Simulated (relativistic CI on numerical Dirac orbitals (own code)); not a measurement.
# Hyperfine structure of Rb³³⁺, mass number 87

Method of calculation: Dirac-Coulomb-Breit CI, orbitals from a KLI potential per configuration, model QED, unscaled Slater integrals (own radial code, finite nucleus).

Configurations in the expansion (outside the closed core 1s2): 2s², 2s2p, 2p², 2p3s, 2p3p, 2s3s, 2s3p, 2s3d, 2s4s, 2s4p, 2s4d, 2s4f, 3s², 3s3p, 3p². Levels of other configurations are missing.

Nuclear spin I = 3/2, μ = 2.75129 μN, Q = 0.1335 b (tables of Stone and Pyykkö). The electronic factors are computed for point nuclear moments, without core polarisation or the Bohr-Weisskopf and QED corrections.

```csv
Level,E (10³ cm⁻¹),A (GHz),B (GHz)
2s2p ³P°1,613.3,1839,-8.3
2s2p ³P°2,1094.5,909.2,23.8
2s2p ¹P°1,1475.0,-350.1,20.2
2p² ³P1,1938.2,-28.86,11.8
2p² ¹D2,2024.9,360.1,13.4
2p² ³P2,2569.9,187.8,10.2
2s3s ³S1,19175.0,2001,-0.0118
2s3p ³P°1,19437.7,1699,0.0137
```

Levels with J = 0, under 50 % of one LS term, or S terms without an open s electron are left out. Small factors come from cancelling terms and can be off by tens of per cent or more.

At this charge energies of transitions that change n are usually good to better than 1 %, and those within a shell (Δn = 0) to a few per cent.

**Question.** Give the hyperfine levels of 2s2p ³P°1 relative to its centre of gravity.

**Answer.** With K = F(F + 1) − I(I + 1) − J(J + 1), E = AK/2 + B[¾K(K + 1) − I(I + 1)J(J + 1)]/[2I(2I − 1)J(2J − 1)]: F = 1/2: -4608, F = 3/2: -1831, F = 5/2: 2757 GHz.

LS names give the leading component of a level, which can be under half, so a name can repeat, a term be missing and a line seem to break the LS rules.
